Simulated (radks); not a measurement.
The numbers below are computed, except where a source is named.
Task: Se8+, 26 electrons, occupied as [Ar] 3d8. Level of theory: scalar-relativistic Kohn-Sham, PBE, spin-polarised, spherical densities, finite nucleus; open shells are filled with parallel spins first; Fermi nuclear charge, rms radius 4.14 fm (a radial shooting solver on a logarithmic mesh with Libxc functionals). Some entries of the table are withheld. Estimate them.

| orbital | occ. | eigenvalue (Ry) | <r> (bohr) |
|---|---|---|---|
| 1s up | 1 | -931.2596 | 0.04408 |
| 1s down | 1 | -931.2593 | 0.04408 |
| 2s up | 1 | -130.3442 | 0.1959 |
| 2s down | 1 | -130.1850 | 0.1958 |
| 2p up | 3 | (1) | 0.1711 |
| 2p down | 3 | (2) | 0.1709 |
| 3s up | 1 | -27.13948 | 0.5605 |
| 3s down | 1 | -26.89428 | 0.5617 |
| 3p up | 3 | -22.64411 | 0.5691 |
| 3p down | 3 | -22.40000 | 0.5707 |
| 3d up | 5 | -15.24454 | 0.5709 |
| 3d down | 3 | -14.98676 | 0.5746 |

Result: 
(1) 2p up eigenvalue (Ry): -116.1110
(2) 2p down eigenvalue (Ry): -115.9921
